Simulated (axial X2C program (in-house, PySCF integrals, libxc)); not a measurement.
## Potential curves of SbSe⁺, with spin–orbit coupling

Computed with an in-house relativistic program for diatomic molecules. Two-component (2c) means X2C with spin–orbit coupling and atomic mean-field two-electron Coulomb and Gaunt terms. Basis: Sb dyall-cv3z [11s12p8d4f1g], Se dyall-cv3z [8s9p6d4f1g] (cores contracted in-house); Gaussian nuclei, density fitting, unrestricted open shells. Masses: Sb 120.904 u, Se 79.917 u.

State: Ω = 0 (closed shell). Energies in eV from the lowest point of each curve. Fits are polynomials in 1 − R0/R over 0.85 to 1.23 times the lowest point R0.

| R (Å) | B3LYP |
| --- | --- |
| 1.9679 | 1.8140 |
| 2.0584 | 0.7893 |
| 2.1263 | 0.3379 |
| 2.1941 | 0.0908 |
| 2.2620 | 0.0000 |
| 2.3412 | 0.0422 |
| 2.4203 | 0.1996 |
| 2.5221 | 0.5158 |
| 2.6465 | 1.0033 |
| 2.8275 | 1.7846 |

Occupations by symmetry block were frozen at the best pattern of an incomplete PBE0 search. The closed shell is kept restricted, so the energy runs too high when the bond is stretched far.

Task: Fit the B3LYP curve near its minimum: give the equilibrium distance and the harmonic wavenumber.

Result: At B3LYP, 2c: Re = 2.277 Å, ωe ≈ 369 cm⁻¹; Be follows as 0.0676 cm⁻¹.
